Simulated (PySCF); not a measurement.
Species: diisopropyl ether, C6H14O.
InChI=1S/C6H14O/c1-5(2)7-6(3)4/h5-6H,1-4H3

Method: PySCF, TDDFT CAM-B3LYP/def2-SVPD, vertical, gas phase, core orbitals frozen in the response. One conformer (not necessarily the lowest) at the PBE0-D3(BJ)/def2-SVP geometry, without solvent, vibrations or thermal averaging. Torsions of this conformer, `[CH3:1][CH:2]([CH3:3])[O:4][CH:5]([CH3:6])[CH3:7]`: C1–C2–O4–C5 -84°, C2–O4–C5–C6 153°.

Task: Predict the UV-vis stick spectrum at this level.

Result: 

```
state  E (eV)  λ (nm)       f  |μ| (D)  symmetry   main configurations (H = HOMO, L = LUMO)
   S1    7.17   173.0  0.0073     0.52         B                                  H→L (93%)
   S2    7.90   157.0  0.0038     0.36         A                                H→L+2 (90%)
   S3    7.96   155.8   0.018     0.78         B                                H→L+3 (88%)
   S4    8.08   153.4  0.0029     0.31         A                                H→L+1 (89%)
   S5    8.54   145.2  0.0000     0.00         –                                H-1→L (89%)
   S6    8.95   138.5   0.052     1.24         B                   H→L+4 (71%), H→L+7 (15%)
   S7    8.95   138.5  0.0038     0.34         A                                H→L+5 (83%)
   S8    9.05   137.0   0.016     0.68         B      H→L+6 (39%), H→L+7 (28%), H→L+4 (14%)
   S9    9.13   135.8   0.042     1.11         B  H-1→L+1 (44%), H-2→L (31%), H-1→L+2 (15%)
  S10    9.19   134.9   0.015     0.65         A                                H→L+8 (80%)
```

Triplets (Tamm–Dancoff): T1 7.06 eV, H→L (90%); T2 7.82 eV, H→L+2 (88%); T3 7.87 eV, H→L+3 (84%); T4 7.99 eV, H→L+1 (84%).

The lowest singlet comes at 173 nm (692 kJ/mol) in the vacuum ultraviolet; it is weak; its leading configuration is HOMO→LUMO (93%). The most intense listed level is S6 at 8.95 eV (139 nm, f = 0.052), 1.78 eV above S1. S6/S7 lie within about 0.01 eV of each other. Löwdin shares by element: HOMO oxygen 56%, carbon 23% or more (atoms not listed hold the other 21%); LUMO carbon 37% or more (atoms not listed hold the other 63%). The oscillator strengths of these states sum to 0.161; summed over the whole spectrum of an exact calculation they would give the number of electrons, 58 (Thomas–Reiche–Kuhn). Weighted by f, the mean energy of these states is 8.80 eV. The listed states span 2.02 eV, and the widest gap between neighbours is 0.73 eV (S1 to S2). No computed singlet lies in the visible range (380 to 750 nm); the lowest, at 173 nm, stands 3.90 eV above its violet end (3.26 eV). The vertical ionisation energy (ΔSCF) is 9.33 eV, 0.14 eV above S10. Symmetry labels in C2 follow from the direction of the transition dipole and are given only for states with f of 0.002 or more. Only the lowest 10 singlets were computed, as vertical energies without vibronic structure.

Hardware: one thread, Arm Neoverse V1, no GPU, on a shared host. Cost: 2.2 min of wall time.
